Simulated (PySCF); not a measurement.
These are PBE-D3(BJ)/def2-TZVP // r2SCAN-D4/def2-TZVP run with PySCF 2.14.0 values and carry that method's errors. Isolated molecules, 0 K electronic values unless said otherwise. Excitations are Tamm–Dancoff values on a coarser integration grid. The basis has no diffuse functions, so Rydberg states are missing or too high.

Reference species (SMILES): `[F][Ga]([F])[F]` (neutral, multiplicity 1).

```
Item                      Result
----------------------  --------
LUMO                    -3.37 eV
S1–T1 gap (TDA)          0.33 eV
T1 excitation (TDA)      6.10 eV
S1 oscillator strength     0.000
```

Changed species: `[SiH3][Ga]([SiH3])[SiH3]` (3 of 3 F replaced by SiH3; the reference has 0 of 3 F replaced by SiH3).

Problem. Give the shifts of the LUMO, S1–T1 gap (TDA), T1 excitation (TDA) and S1 oscillator strength.

Solution. the LUMO hardly moves; the S1–T1 gap (TDA) goes up by 0.18 eV, to 0.51 eV; the T1 excitation (TDA) decreases by 3.46 eV, to 2.64 eV; the S1 oscillator strength is nearly the same.
